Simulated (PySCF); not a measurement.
Computed shifts of a molecule C4H6F2, PySCF with PBE/pcSseg-1, GIAO, gas phase, atoms alike by connectivity averaged where their shifts nearly agree, in ppm (number of nuclei): ¹⁹F: -209.5 (2). ¹³C: 96.6 (2), 22.6 (2). ¹H: 4.95 (2), 2.27 (2), 1.56 (2). References: ¹⁹F against CFCl3 (σ = 133.6 ppm); ¹³C against TMS (σ = 182.0 ppm); ¹H against TMS (σ = 31.49 ppm), references at their B3LYP-D3(BJ)/def2-TZVP geometries, non-relativistic. The structure is a stationary point at PBE0-D3(BJ)/def2-SVP. The values are those of a single conformer.

Task: Which molecule gave these data?
A) F[C@H]1C[C@@H](F)C1
B) C/C(F)=C(\C)F
C) F[C@H]1CC[C@@H]1F
D) C[C@@H](F)/C=C\F

Result: C, F[C@H]1CC[C@@H]1F
